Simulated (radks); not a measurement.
Problem. The mean radii <r> (bohr) of the occupied orbitals of an atom or ion are listed with their occupations. Method: Dirac Kohn-Sham, B86b exchange with PBE correlation, spin-unpolarised, spherical densities, point nucleus; computed with a radial shooting solver on a logarithmic mesh with Libxc functionals.

| orbital | occ. | <r> |
|---|---|---|
| 1s1/2 | 2 | 0.05212 |
| 2s1/2 | 2 | 0.2349 |
| 2p1/2 | 2 | 0.2041 |
| 2p3/2 | 4 | 0.2074 |
| 3s1/2 | 2 | 0.7117 |
| 3p1/2 | 2 | 0.7420 |
| 3p3/2 | 4 | 0.7528 |
| 3d3/2 | 4 | 1.040 |
| 3d5/2 | 6 | 1.053 |
| 4s1/2 | 1 | 2.927 |

Name the element and its charge. Open shells, if any, fill j = l - 1/2 first.

Solution. Z = 29, copper, charge 0: Cu in [Ar] 3d10 4s1. The 1s radius gives Z: for a bare nucleus <r> = (2 gamma + 1)/(2Z) with gamma = sqrt(1 - (Z/c)^2), 0.05094 bohr for Z = 29, and screening makes it slightly larger (0.05212 here). The occupations add up to 29, and the charge is Z minus that.
